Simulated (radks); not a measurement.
Results of a calculation; reference values are marked as such.
Task: Radial electron density D(r) = 4 pi r^2 rho(r) of an atom or ion with 7 electrons. Code: a radial shooting solver on a logarithmic mesh with Libxc functionals. Model: scalar-relativistic Kohn-Sham, PBEsol, spin-polarised, spherical densities, finite nucleus; Fermi nuclear charge, rms radius of each element as measured or else 0.836 A^(1/3) + 0.57 fm.

| r (bohr) | D(r) (e/bohr) | spin D(r) |
|---|---|---|
| 0.005839 | 0.8194 | -0.000317 |
| 0.007306 | 1.224 | -0.000426 |
| 0.00914 | 1.808 | -0.000518 |
| 0.01143 | 2.635 | -0.000489 |
| 0.01431 | 3.773 | -0.0000727 |
| 0.0179 | 5.289 | 0.00137 |
| 0.02239 | 7.217 | 0.00532 |
| 0.02801 | 9.522 | 0.0149 |
| 0.03505 | 12.05 | 0.0369 |
| 0.04384 | 14.48 | 0.0844 |
| 0.05485 | 16.31 | 0.182 |
| 0.06862 | 17.00 | 0.373 |
| 0.08585 | 16.16 | 0.723 |
| 0.1074 | 13.89 | 1.32 |
| 0.1355 | 10.95 | 2.29 |
| 0.1695 | 8.865 | 3.58 |
| 0.212 | 8.553 | 5.06 |
| 0.2652 | 9.809 | 6.32 |
| 0.3318 | 11.11 | 6.79 |
| 0.4151 | 10.67 | 6.06 |
| 0.5194 | 8.041 | 4.30 |
| 0.6498 | 4.485 | 2.30 |
| 0.8129 | 1.742 | 0.875 |
| 1.017 | 0.4369 | 0.218 |
| 1.272 | 0.06406 | 0.0325 |
| 1.592 | 0.004804 | 0.00253 |
| 1.991 | 0.0001572 | 0.0000872 |

What is the nuclear charge?

Result: Z = 15. The innermost maximum, from 1s, lies near gamma/Z bohr with gamma = sqrt(1 - (Z/c)^2) = 0.994, here 0.0663 bohr (found: 0.0681), and its height grows with Z. The density is that of the phosphorus ion P8+ in [He] 2s2 2p3; the configuration itself is not fixed sharply by these data, and Z only to about a unit. D(r) has 2 maxima, at r = 0.0681, 0.357 bohr, and minima at 0.196 bohr, inside which lie 2.22 electrons.
